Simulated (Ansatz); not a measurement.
One change: `BO[SiH](N)[SiH3]` becomes `CS[SiH](N)[SiH3]`.

Ansatz, PBE0-D4/def2-TZVP geometries, multiplicity 1. Each molecule was computed in one conformer, which needn't be the lowest.

```tsv
property	`BO[SiH](N)[SiH3]`
HOMO energy (ωB97M-V/def2-TZVPP) / eV	-9.94
HOMO energy (B3LYP/def2-TZVPP) / eV	-7.54
HOMO energy (PBE/def2-TZVPP) / eV	-6.43
size of the dipole moment (ωB97M-V/def2-TZVPP) / D	1.71
HOMO–LUMO gap (PBE/def2-TZVPP) / eV	4.88
LUMO energy (PBE0/def2-TZVPP) / eV	-0.54
```

(1) What does the change do to each property? (Best estimate.)

Results:

(1) Computed: 
| property | `CS[SiH](N)[SiH3]` | shift |
| --- | --- | --- |
| HOMO energy (ωB97M-V/def2-TZVPP) / eV | -8.86 | 1.08 |
| HOMO energy (B3LYP/def2-TZVPP) / eV | -6.51 | 1.03 |
| HOMO energy (PBE/def2-TZVPP) / eV | -5.58 | 0.85 |
| size of the dipole moment (ωB97M-V/def2-TZVPP) / D | 2.16 | 0.45 |
| HOMO–LUMO gap (PBE/def2-TZVPP) / eV | 4.81 | -0.07 |
| LUMO energy (PBE0/def2-TZVPP) / eV | 0.06 | 0.60 |

With PBE0 the HOMO rises by 1.02 eV and the LUMO rises by 0.60 eV, so the gap narrows by about 0.42 eV. PBE moves the HOMO by 0.85 eV and ωB97M-V by 1.08 eV. Dipoles are sizes alone; their direction can turn.

B3LYP here is the variant with VWN-RPA as its local correlation; programs differ in this.
